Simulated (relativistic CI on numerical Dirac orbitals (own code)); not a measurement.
# Rh²⁺ (4d7) in a crystal field

Calculated by Dirac-Coulomb-Breit CI, orbitals from a KLI potential per configuration, model QED (radiative potential, 1s self-energy scaled to tabulated hydrogen-like ionisation energies), valence Slater integrals scaled by 0.8, one configuration in a parametric crystal field (own radial code).

Field parameters in Wybourne normalisation: D3d B²₀ = −7Dσ, B⁴₀ = −14Dq − 21Dτ, B⁴₃ = −14√(10/7) Dq; D4h B²₀ = −7Ds, B⁴₀ = 21(Dq − Dt), B⁴₄ = 21√(5/14) Dq; Oh B⁴₀ = 21Dq, B⁴₄ = √(5/14) B⁴₀; Td as Oh with Dq negative (B⁴₀ = 21Dq, B⁴₄ = √(5/14) B⁴₀). The field is a parameter set, without covalency.

S is read from ⟨S²⟩ = S(S + 1).

Powder χT (cm³ K mol⁻¹) by Van Vleck's formula, with temperature-independent terms:

```csv
Field,2 K,5 K,10 K,20 K,50 K,100 K,200 K,300 K
"D3d, 10Dq = 25600, Dσ = 550, Dτ = 110 cm⁻¹",0.159,0.189,0.238,0.322,0.421,0.456,0.478,0.494
"D4h, 10Dq = 17000, Ds = 340, Dt = -580 cm⁻¹",0.493,0.494,0.495,0.496,0.502,0.51,0.528,0.545
"D4h, 10Dq = 21400, Ds = 2170, Dt = -50 cm⁻¹",0.481,0.482,0.483,0.484,0.489,0.497,0.513,0.53
"Oh, 10Dq = 12900 cm⁻¹",1.89,1.91,1.95,2.02,2.24,2.57,2.88,2.96
"Oh, 10Dq = 25600 cm⁻¹",0.457,0.457,0.458,0.46,0.464,0.471,0.484,0.498
"Oh, 10Dq = 28100 cm⁻¹",0.448,0.448,0.449,0.45,0.454,0.46,0.472,0.485
"Td, 10Dq = -10300 cm⁻¹",2.45,2.45,2.45,2.45,2.46,2.47,2.49,2.51
"Td, 10Dq = -12250 cm⁻¹",2.36,2.36,2.36,2.36,2.37,2.37,2.39,2.41
```

Task: For D4h, 10Dq = 17000, Ds = 340, Dt = -580 cm⁻¹: what effective moment follows at 300 K?

Result: μ_eff = √(8χT) = 2.09 μB. The ground level has S = 0.54; the spin-only moment for S = 1/2 is 1.73 μB. The difference comes from the orbital moment, spin-orbit mixing of terms and temperature-independent paramagnetism, all larger in this ionic model than in covalent complexes.
